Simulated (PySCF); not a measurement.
**ORD: `C[C@@H]1O[C@H](F)C[C@@H]1Cl`, C5H8ClFO**

Molfile (atoms numbered from 1):
```
C5H8ClFO
     RDKit          3D

 16 16  0  0  0  0  0  0  0  0999 V2000
    1.7031   -0.0072    0.5973 C   0  0  0  0  0  0  0  0  0  0  0  0
    0.7643   -0.4917   -0.5007 C   0  0  2  0  0  0  0  0  0  0  0  0
    0.3117    0.5789   -1.3305 O   0  0  0  0  0  0  0  0  0  0  0  0
   -0.7732    1.1792   -0.7394 C   0  0  2  0  0  0  0  0  0  0  0  0
   -0.3669    2.2543    0.0368 F   0  0  0  0  0  0  0  0  0  0  0  0
   -1.4626    0.1414    0.1621 C   0  0  0  0  0  0  0  0  0  0  0  0
   -0.5606   -1.0879    0.0187 C   0  0  2  0  0  0  0  0  0  0  0  0
   -0.3926   -1.9942    1.5320 Cl  0  0  0  0  0  0  0  0  0  0  0  0
    1.1867    0.6570    1.2853 H   0  0  0  0  0  0  0  0  0  0  0  0
    2.5243    0.5387    0.1402 H   0  0  0  0  0  0  0  0  0  0  0  0
    2.1008   -0.8543    1.1486 H   0  0  0  0  0  0  0  0  0  0  0  0
    1.2901   -1.1832   -1.1648 H   0  0  0  0  0  0  0  0  0  0  0  0
   -1.4093    1.6146   -1.5189 H   0  0  0  0  0  0  0  0  0  0  0  0
   -2.4845   -0.0545   -0.1520 H   0  0  0  0  0  0  0  0  0  0  0  0
   -1.4711    0.5049    1.1897 H   0  0  0  0  0  0  0  0  0  0  0  0
   -0.9677   -1.7868   -0.7157 H   0  0  0  0  0  0  0  0  0  0  0  0
  1  2  1  0
  2  3  1  0
  3  4  1  0
  4  5  1  0
  4  6  1  0
  6  7  1  0
  7  8  1  0
  7  2  1  0
  1  9  1  0
  1 10  1  0
  1 11  1  0
  2 12  1  6
  4 13  1  6
  6 14  1  0
  6 15  1  0
  7 16  1  6
M  END
```

The calculation used TDDFT LC-wPBE/def2-SVPD circular dichroism and optical rotation, one conformer, gas phase (PySCF). Geometry: GFN2-xTB.

Stereocentres: C2 S, C4 R, C7 S.

Task: Give the optical rotatory dispersion at 633, 589.3, 546, 436, 405, 365, 355 nm.

Result: [α] in deg dm⁻¹ (g/mL)⁻¹:
| λ (nm) | origin-invariant length gauge | modified velocity gauge | length gauge (centre of mass) | isotropic polarisability (au) |
| --- | --- | --- | --- | --- |
| 633 | -2.1 | +5.2 | -1.6 | 73.5 |
| 589.3 | -2.4 | +6.1 | -1.9 | 73.7 |
| 546 | -2.7 | +7.2 | -2.1 | 73.9 |
| 436 | -4.0 | +12.1 | -3.0 | 74.8 |
| 405 | -4.4 | +14.4 | -3.3 | 75.3 |
| 365 | -5.0 | +18.6 | -3.6 | 76.0 |
| 355 | -5.2 | +20.0 | -3.6 | 76.2 |

Where the gauges differ in sign the basis doesn't settle the rotation.

The first excitation lies at 7.68 eV (161 nm) with R = +0.5 × 10⁻⁴⁰ esu² cm² (velocity form).
